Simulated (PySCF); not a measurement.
CH4FGaO, SMILES [CH3][Ga]([OH])[F]. The structure is a stationary point at PBE-D3(BJ)/def2-SVP. The structure was generated by enumeration; whether it is a known compound was not checked. Other conformers were not sampled.

Computed equilibrium geometry at PBE-D3(BJ)/def2-SVP (PySCF confirms it by a frequency run) as a Z-matrix, and its point group (one conformer of several):
point group Cs.
```
Ga
F 1 1.7805
O 1 1.7971 2 112.49
H 3 0.9758 1 111.05 2 0.00
C 1 1.9498 2 122.42 4 180.00
H 5 1.1058 1 110.04 2 180.00
H 5 1.1072 6 109.63 1 -120.54
H 5 1.1072 6 109.63 7 -118.91
```
